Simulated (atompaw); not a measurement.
# Before and after: PAW (atompaw) potential for germanium

- Element: Ge
- Generator: atompaw 4.2.0.5
- Type: PAW
- Functional: PBE
- Relativity: scalar-relativistic
- Frozen core: [Ne]
- Valence charge: 22
- Reference configuration: 3s2 3p6 3d10 4s2 4p2
- Partial waves: 3s (bound): rc 0.85 bohr; 4s (bound): rc 1.30 bohr; 3p (bound): rc 1.05 bohr; 4p (bound): rc 1.30 bohr; 3d (bound): rc 1.30 bohr; 3d channel at -1.7 Ry: rc 1.30 bohr
- Local potential: bessel scheme, radius 1.10 bohr
- Core correction: smooth core density matched at 1.20 bohr
- Augmentation charge: sinc compensation charge, radius 1.25 bohr; PAW radius 1.30 bohr; waves and projectors: custom polynom vanderbiltortho

Change: all radii scaled by about 1.06 (s 0.90, p 1.12, d 1.38 bohr); local potential bessel scheme, radius 1.18 bohr; augmentation sinc compensation charge, radius 1.34 bohr; PAW radius 1.38 bohr; waves and projectors: custom polynom vanderbiltortho; core correction smooth core density matched at 1.28 bohr.

Cutoffs: the cutoffs (Ry, on a coarse ladder) from which the occupation-weighted sum of valence levels, in a spherical-Bessel basis at the reference potential, stays within 10 and 1 mRy of its value at 400 Ry; they do not see the model core or the augmentation charge, which bear on the density cutoff.

Question: What does the change do?

Answer: The potential gets softer (120 Ry and 200 Ry → 100 Ry and 180 Ry); neither file shows a bound ghost. A larger radius leaves more room for a smooth pseudo-wave, so fewer plane waves are needed.

| quantity | base | changed |
| --- | --- | --- |
| cutoff, loose | 120 Ry | 100 Ry |
| cutoff, tight | 200 Ry | 180 Ry |
| loose cutoff by channel (10 mRy a level) | s 50 Ry, p 70 Ry, d 50 Ry | s 50 Ry, p 55 Ry, d 50 Ry |
| bound ghosts | none | none |
| lowest overlap eigenvalue by channel | s 0.63, p 0.68, d 0.96 | s 0.58, p 0.70, d 0.96 |

 The cutoffs see the waves, projectors and local potential, not the compensation charge or the core.
